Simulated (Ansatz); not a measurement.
Coupled-cluster run, C4H4F6O, SMILES `FCC(F)C(F)(F)OC(F)F`.

```yaml
crystal:
  periodic: [false, false, false]
  atoms:
    - {symbol: F, position_ang: [-1.638502, 1.530087, -2.032575]}
    - {symbol: C, position_ang: [-0.738767, 1.305106, -1.018324]}
    - {symbol: C, position_ang: [-1.110787, 0.030854, -0.305242]}
    - {symbol: F, position_ang: [-0.801422, -1.059487, -1.084853]}
    - {symbol: C, position_ang: [-0.379704, -0.121775, 1.028225]}
    - {symbol: F, position_ang: [-0.793323, 0.845247, 1.853974]}
    - {symbol: F, position_ang: [-0.711846, -1.305795, 1.579031]}
    - {symbol: O, position_ang: [0.987423, 0.004584, 0.972017]}
    - {symbol: C, position_ang: [1.727608, -0.990934, 0.368622]}
    - {symbol: F, position_ang: [2.148748, -0.556967, -0.831641]}
    - {symbol: F, position_ang: [2.809348, -1.185806, 1.124413]}
    - {symbol: H, position_ang: [0.261786, 1.219858, -1.447636]}
    - {symbol: H, position_ang: [-0.773796, 2.148123, -0.323306]}
    - {symbol: H, position_ang: [-2.185231, 0.010260, -0.100396]}
    - {symbol: H, position_ang: [1.176867, -1.924155, 0.246993]}
basis:
  gaussian: {orbitals: def2-TZVPP}
correlation: {method: ccsd_t}
output: {orbitals: {seedname: orbitals}}
```

```sh
$ ansatz run in.yaml --threads 5 --pin off --events-out ev --progress --plain --max-ram 66560MiB --backend cuda --devices 0, --max-vram 37GiB
```

Log, shortened:

```
Functional definition: HF
2572 factors; integrals over basis functions are off by at most 9.8e-4 eV
mean field evaluation 1: about -22459.8629 eV, gradient 6.1e1 eV
mean field evaluation 2: about -22460.3502 eV, gradient 6.1e1 eV
mean field evaluation 4: about -22467.1908 eV, gradient 5.5e0 eV
mean field evaluation 8: about -22467.2931 eV, gradient 4.2e-1 eV
mean field -22467.29362607 eV, -825.6578118796 hartree, gradient 7.0e-6 eV, S^2 0.000000; 0 other end points of the search recorded, 0 dependent functions left out
11 core orbitals not correlated: weight in the atoms' cores, before any rotation towards them, 1.000 or more for the frozen orbitals, at most 0.000 for the correlated occupied ones
reference -22467.29362607 eV, -825.6578118796 hartree; 34, 34 occupied and 352, 352 virtual orbitals, 2572 factors
second order -64.29204481 eV of doubles, -0.00000000 eV of singles
cycle   1  -63.42913001 eV  change    8.6e-1 eV  update   1.6e-1
cycle   2  -64.72995202 eV  change    -1.3e0 eV  update   4.5e-2
cycle   3  -65.01964291 eV  change   -2.9e-1 eV  update   2.1e-2
cycle   4  -64.98335602 eV  change    3.6e-2 eV  update   4.3e-3
cycle   5  -64.97823580 eV  change    5.1e-3 eV  update   1.9e-3
cycle   6  -64.98090846 eV  change   -2.7e-3 eV  update   5.9e-4
cycle   7  -64.98076350 eV  change    1.4e-4 eV  update   2.0e-4
cycle   8  -64.98048863 eV  change    2.7e-4 eV  update   6.1e-5
cycle   9  -64.98048192 eV  change    6.7e-6 eV  update   2.0e-5
perturbative correction -2.20412603 eV, -0.0810001377 hartree
Total energy: -22534.47823403 eV, -828.1268006825 hartree
```

It took 42 s on 5 threads of an AMD EPYC 7R13 on a shared host and a share of an NVIDIA H100 80 GB, with 0.89 GiB of host memory at the peak.

MP2 recovers 95.7 % of the CCSD(T) correlation energy and the triples give 3.3 %; T1 = 0.0120.
